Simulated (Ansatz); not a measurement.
```yaml
crystal:
  periodic: [false, false, false]
  atoms:
    - {symbol: Co, position_ang: [0.498819, -0.315704, -0.003920]}
    - {symbol: C, position_ang: [0.035075, 0.008982, 1.894651]}
    - {symbol: H, position_ang: [-0.000850, 1.081300, 2.115163]}
    - {symbol: H, position_ang: [0.772404, -0.441310, 2.570915]}
    - {symbol: H, position_ang: [-0.942103, -0.420089, 2.141314]}
    - {symbol: C, position_ang: [-0.014209, -0.021119, -1.894361]}
    - {symbol: H, position_ang: [-1.004426, -0.440469, -2.103653]}
    - {symbol: H, position_ang: [0.695780, -0.497980, -2.581956]}
    - {symbol: H, position_ang: [-0.040490, 1.046390, -2.138153]}
basis:
  gaussian: {orbitals: def2-SVP, nuclear_model: gaussian}
total_charge: -1
hamiltonian: {xc: {name: SVWN5}}
accuracy: high
scf: {lower_state_search: off}
output: {forces: true}
```

```sh
$ ansatz run in.yaml --threads 4 --pin off --events-out ev --progress --plain --max-ram 3916MiB
```

It prints (some lines left out):

```
Functional definition: SVWN5
2100 factors; integrals over basis functions are off by at most 8.5e-9 eV
mean field evaluation 1: about -39681.1869 eV, gradient 9.4e1 eV
mean field evaluation 2: about -39533.0834 eV, gradient 2.7e2 eV
mean field evaluation 4: about -39693.3670 eV, gradient 6.0e1 eV
mean field evaluation 8: about -39697.7398 eV, gradient 1.8e1 eV
mean field evaluation 16: about -39699.5890 eV, gradient 4.6e-2 eV
mean field -39699.58901884 eV, -1458.9329870943 hartree, gradient 6.4e-8 eV, S^2 0.000000; 0 other end points of the search recorded, 0 dependent functions left out
reference -39699.58902338 eV, -1458.9329872612 hartree; 23, 23 occupied and 66, 66 virtual orbitals, 2100 factors
Total energy: -39699.58902338 eV, -1458.9329872612 hartree
Atom 0 at     0.498819    -0.315704    -0.003920 Å, force     1.046346    -0.665054    -0.007390 eV/Å
Atom 1 at     0.035075     0.008982     1.894651 Å, force    -0.608084     0.346717    -2.213506 eV/Å
Atom 2 at    -0.000850     1.081300     2.115163 Å, force    -0.009251     0.740106     0.227641 eV/Å
Atom 3 at     0.772404    -0.441310     2.570915 Å, force     0.738718    -0.461799     0.022025 eV/Å
Atom 4 at    -0.942103    -0.420089     2.141314 Å, force    -0.667425    -0.307198     0.244553 eV/Å
Atom 5 at    -0.014209    -0.021119    -1.894361 Å, force    -0.547353     0.380728     2.213439 eV/Å
Atom 6 at    -1.004426    -0.440469    -2.103653 Å, force    -0.673422    -0.299072    -0.219859 eV/Å
Atom 7 at     0.695780    -0.497980    -2.581956 Å, force     0.726686    -0.473146    -0.027851 eV/Å
Atom 8 at    -0.040490     1.046390    -2.138153 Å, force    -0.006215     0.738716    -0.239052 eV/Å
Dipole moment:     0.013817    -0.010026    -0.000182 e Å
Checks for a lower state left out: stability, starts, cluster_reference, orbital_swaps, neighbouring_geometries, increment
```

Hardware: 4 threads of Arm Neoverse V2 on a shared host. Wall time 2 s.

The highest occupied level of an anion often lies above zero with these methods, and sets without diffuse functions describe the outer electron poorly. This restricted singlet of an open-shell metal wasn't tested against broken symmetry.

The dipole of an ion depends on the origin.
